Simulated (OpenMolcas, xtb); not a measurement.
## GeH2Cl (SMILES [Cl][GeH2]): methods side by side

GeH2Cl has 4 atoms, charge 0, and is taken as a doublet. SMILES: `[Cl][GeH2]`. Geometry: relaxed at PBE0-D4/def2-TZVP.

Each level gives the dipole moment (D). The values are calculated.

```
            level            kind     program  value (D)   CPU time
         GFN0-xTB  semi-empirical         xtb       0.15  under 2 s
   UHF/def2-TZVPP    Hartree–Fock  OpenMolcas       2.07       22 s
USVWN5/def2-TZVPP             LDA  OpenMolcas       1.61       33 s
 UBLYP/def2-TZVPP             GGA  OpenMolcas       1.56       45 s
UM06-L/def2-TZVPP        meta-GGA  OpenMolcas       1.72       56 s
 UPBE0/def2-TZVPP   global hybrid  OpenMolcas       1.77       47 s
```

All-electron rows without a relativistic Hamiltonian named are non-relativistic. The values span 0.15 to 2.07 D. Magnitudes only: a small dipole may point the other way at some levels. CPU times are rough (shared hosts, several kinds of processor): they show what a rung costs within a factor of a few.
